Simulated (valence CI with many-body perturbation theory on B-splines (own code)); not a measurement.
Values are calculated unless marked as measured or tabulated.
**A CI+MBPT run for Tc XIII**

Method: configuration interaction combined with many-body perturbation theory (CI+MBPT): three valence electrons over a frozen Dirac-Fock core [Ar] 3d10, a basis of 6 s, 6 p, 5 d, 3 f, 1 g functions for each j, with the one-electron correlation potential Σ1 (screened to all orders), the two-electron term Σ2, the three-electron term Σ3, Breit, model QED; selected single and double excitations, second order for the rest, scaled by the run's own slope (own B-spline code, finite nucleus).

Command, and the settings that its task file holds:

```sh
python run_cv.py task.json out
```

```
atom Tc  Z=43  mass_number=97  rms_radius_fm=4.4112
core [Ar] 3d10
valence 4s2 4p1
avg = 1
basis = S
breit = 1
cap = 10000
capref = 1200
cscale = 1
de = 0.0
dress = 0
eps = 2e-08
extrap = 1
h = 0.27
hh = 1
l2 = 3
lcore = 6
maxit = 2
n2 = 5
natural = 1
nlev = 20
nno = [3, 3, 3, 2, 1]
nroot = 26
nsp = [3, 3, 2, 1, 0]
pt2 = 1
qed = 1
rpa = 1
s1 = 1
s2 = 1
s3 = 1
screen = 1
tol = 2e-05
whole = 1
```

It took 31 s on 1 thread of AMD EPYC 7R43 64-Core Processor (Zen 3), on a shared host.

Log. The first blocks belong to the next ion, which gives the ionisation energy. Fields: 2J, parity (1 odd), roots, reference size, generating configurations, candidates as configurations/state functions, variational space P, stored matrix elements, Davidson steps; e2 is the range of second-order energies in hartree. The first line gives the box (bohr), its intervals, the orbitals and the steps of their self-consistent field. Window is the range of levels sought, series limit the energy at which the first omitted orbital would enter, core excitation an estimate of the first excitation out of the core, left out the lowest levels not solved, and shifts from estimates the range by which levels moved from their first estimate, all in cm⁻¹.

```
rmax 8.8 intervals 62 orbitals 36 references ['4s2 4p', '4s 4p2', '4s2 4d', '4p3', '4s 4p 4d'] scf 5 t 1.5
2J=0 par=0 roots 2 ref 15 generators 5 cand 92/92 P 107/107 nnz 0 it 0
   second order: generators 14 cand 0/0 e2 -0.00000 -0.00000
reference levels 342, estimated 53, window 663758 1/cm; series limit 1328224, core excitation 2020010
2J=1 par=1 roots 5 ref 37 generators 12 cand 49/74 P 1016/1484 nnz 0 it 2
2J=1 par=1 roots 5 ref 37 generators 19 cand 220/341 P 1236/1825 nnz 0 it 2
   second order: generators 47 cand 1437/2139 e2 -0.00000 -0.00000
2J=3 par=1 roots 9 ref 57 generators 19 cand 67/134 P 1194/2414 nnz 0 it 2
2J=3 par=1 roots 9 ref 57 generators 25 cand 223/529 P 1417/2943 nnz 1.3e+06 it 2
   second order: generators 56 cand 1819/3843 e2 -0.00001 -0.00000
2J=1 par=0 roots 4 ref 30 generators 15 cand 71/106 P 992/1437 nnz 0 it 2
2J=1 par=0 roots 4 ref 30 generators 24 cand 261/389 P 1253/1826 nnz 0 it 2
   second order: generators 47 cand 1637/2420 e2 -0.00001 -0.00000
2J=3 par=0 roots 5 ref 41 generators 12 cand 111/245 P 1109/2256 nnz 0 it 2
2J=3 par=0 roots 5 ref 41 generators 21 cand 236/490 P 1345/2746 nnz 1.1e+06 it 2
   second order: generators 47 cand 1884/4022 e2 -0.00001 -0.00000
2J=5 par=0 roots 4 ref 36 generators 14 cand 132/341 P 1074/2300 nnz 0 it 2
2J=5 par=0 roots 4 ref 36 generators 18 cand 289/715 P 1363/3015 nnz 1.4e+06 it 2
   second order: generators 33 cand 1522/3808 e2 -0.00001 -0.00000
2J=5 par=1 roots 6 ref 50 generators 11 cand 135/307 P 1269/2851 nnz 1.3e+06 it 2
2J=5 par=1 roots 6 ref 50 generators 21 cand 126/368 P 1395/3219 nnz 1.6e+06 it 2
   second order: generators 40 cand 1715/4080 e2 -0.00001 -0.00000
2J=7 par=1 roots 3 ref 36 generators 7 cand 121/282 P 1155/2571 nnz 1.1e+06 it 2
2J=7 par=1 roots 3 ref 36 generators 18 cand 126/344 P 1281/2915 nnz 1.4e+06 it 2
   second order: generators 31 cand 1555/3944 e2 -0.00001 -0.00000
2J=9 par=1 roots 1 ref 19 generators 2 cand 118/241 P 492/946 nnz 0 it 0
2J=9 par=1 roots 1 ref 19 generators 5 cand 181/380 P 673/1326 nnz 0 it 2
   second order: generators 11 cand 1070/2484 e2 -0.00000 -0.00000
left out: unestimated 958164, estimated 753856, shifts from estimates -3 to 1
operators 2.6
```

The Davidson iterations stopped at their limit. The settings are bad on purpose, so the numbers may not be properties of the ion.

No measured levels were compared; by estimate levels hold to about 250 cm⁻¹ or 0.2 % of their energy and the worst to 1 %, as in measured heavy ions of charge 2 to 7; those with d or f electrons hold less well.

| Item | Value |
| --- | --- |
| Valence energy | -33.64119 hartree |
| Ionisation energy | 262.88 eV (NIST: 262.08 ± 0.12 eV (semi-empirical)) |
| Reference configurations for the orbitals | 4s2 4p, 4s 4p2, 4s2 4d, 4p3, 4s 4p 4d |
| Radial orbitals | 36 |
| Box radius | 8.816 bohr |
| Largest variational space | 3219 |
| Lowest levels | 4s²4p ²P°_1/2 0, 4s²4p ²P°_3/2 33558, 4s4p² ⁴P_1/2 213210, 4s4p² ⁴P_3/2 229920, 4s4p² ⁴P_5/2 244340, 4s4p² ²D_3/2 284460, 4s4p² ²D_5/2 293190, 4s4p² ²P_1/2 319820, 4s4p² ²S_1/2 353200, 4s4p² ²P_3/2 360090, 4s²4d ²D_3/2 458620, 4s²4d ²D_5/2 463820, 4p³ ⁴S°_3/2 [a] 531540, 4p³ ⁴S°_3/2 [b] 549210 cm⁻¹ |

Names give the largest LS component (configuration and term), which can be under half, so a name can repeat, a term be missing and a line seem to break the LS rules; names also repeat where a configuration has a term twice. Letters in brackets count levels of one name in rising energy.
